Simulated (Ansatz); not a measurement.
Geometry optimisation, RKS B3LYP-D4/STO-3G in Ansatz.

input.yaml

```yaml
crystal:
  periodic: [false, false, false]
  atoms:
    - { symbol: Si, position_ang: [0.0, 0.0, 0.0] }
    - { symbol: O, position_ang: [0.0, 0.0, 1.68] }
    - { symbol: C, position_ang: [-1.1112, -0.3437, 2.4945] }
    - { symbol: H, position_ang: [-1.814, -0.9775, 1.9143] }
    - { symbol: H, position_ang: [-0.7584, -0.9037, 3.3856] }
    - { symbol: H, position_ang: [-1.6313, 0.5809, 2.8212] }
    - { symbol: O, position_ang: [1.5842, 0.0, -0.5594] }
    - { symbol: H, position_ang: [1.9006, -0.9521, -0.6761] }
    - { symbol: O, position_ang: [-0.7913, 1.3709, -0.5594] }
    - { symbol: Si, position_ang: [-2.4002, 1.4263, -1.0396] }
    - { symbol: H, position_ang: [-3.2124, 0.6421, -0.1138] }
    - { symbol: H, position_ang: [-2.862, 2.8114, -1.0378] }
    - { symbol: H, position_ang: [-2.5267, 0.8736, -2.385] }
    - { symbol: O, position_ang: [-0.7913, -1.3709, -0.5594] }
    - { symbol: Si, position_ang: [-1.673, -2.4329, 0.3983] }
    - { symbol: H, position_ang: [-1.2634, -2.287, 1.792] }
    - { symbol: H, position_ang: [-3.0964, -2.1323, 0.2761] }
    - { symbol: H, position_ang: [-1.4264, -3.8036, -0.0398] }
basis:
  gaussian: { orbitals: STO-3G }
hamiltonian:
  xc: b3lyp
  dispersion: d4
relax:
  f_tol: 0.02
  max_steps: 40
output:
  orbitals: {}
```

Run as:

```bash
$ ansatz run input.yaml --threads 1 --pin off --max-ram 2048MiB --backend cpu --events-out ev --progress --plain --runs-dir out
```

Problem. Where does it end, and by what steps?

Solution. It converged. The force dipped under the threshold on the way, but the program's further checks kept it going. Limits of this set-up: minimal basis. After 38 steps the energy has fallen by 1.636 eV; H16 moved furthest, 2.80 Å.

| step | energy less start (eV) | largest force component (eV/Å) | accepted |
| --- | --- | --- | --- |
| 0 | 0.0000 | 2.335 | yes |
| 2 | -1.1659 | 0.553 | yes |
| 4 | -1.4355 | 0.267 | yes |
| 6 | -1.5050 | 0.177 | yes |
| 8 | -1.5178 | 0.089 | yes |
| 10 | -1.5311 | 0.623 | yes |
| 12 | -1.5635 | 0.079 | yes |
| 14 | -1.5812 | 0.202 | yes |
| 16 | -1.6014 | 0.312 | yes |
| 18 | -1.6191 | 0.065 | yes |
| 20 | -1.6204 | 0.021 | yes |
| 22 | -1.6261 | 0.239 | yes |
| 24 | -1.6301 | 0.007 | yes |
| 26 | -1.6314 | 0.048 | yes |
| 28 | -1.6327 | 0.073 | yes |
| 30 | -1.6339 | 0.034 | yes |
| 32 | -1.6344 | 0.023 | yes |
| 34 | -1.6349 | 0.038 | yes |
| 36 | -1.6355 | 0.020 | yes |
| 38 | -1.6357 | 0.017 | yes |

```xyz
18
Properties=species:S:1:pos:R:3
Si -0.322 -0.217 0.254
O -0.062 -0.272 1.943
C -1.201 0.256 2.691
H -2.126 -0.355 2.570
H -0.935 0.243 3.767
H -1.457 1.305 2.418
O 1.189 -0.646 -0.385
H 1.823 -0.581 0.413
O -0.845 1.291 -0.236
Si -2.288 1.388 -1.128
H -3.443 0.937 -0.376
H -2.459 2.795 -1.416
H -2.234 0.667 -2.384
O -1.527 -1.228 -0.311
Si -1.489 -2.901 -0.058
H -0.251 -3.502 -0.519
H -1.650 -3.223 1.348
H -2.598 -3.457 -0.800
```

Whether the end is a true minimum wasn't checked by a vibrational analysis.

Time of the run: 2.9 min on 1 thread of Intel(R) Xeon(R) Platinum 8559C (Emerald Rapids), with other jobs on the host, peak memory 0.21 GiB.
